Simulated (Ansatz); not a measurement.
Ansatz results at the PBE0-D4/def2-TZVP geometry: LUMO energy (B3LYP/def2-TZVPP) 0.07 eV; HOMO–LUMO gap (ωB97M-V/def2-TZVPP) 12.56 eV; HOMO energy (ωB97M-V/def2-TZVPP) -10.66 eV.

Each molecule was computed in one conformer, which needn't be the lowest.

(1) Which molecule gave them?
A. `F/C(S)=C\[SiH3]`
B. `NC(O)(O)[SiH2]F`
C. `NC(O)(F)O[SiH3]`
D. `CCC1=CS1`

Results:

(1) C. The others give `CCC1=CS1`: -0.30, 9.58, -7.48; `F/C(S)=C\[SiH3]`: -0.85, 10.62, -9.20; `NC(O)(O)[SiH2]F`: 0.14, 11.92, -9.86.

B3LYP here is the variant with VWN-RPA as its local correlation; programs differ in this.
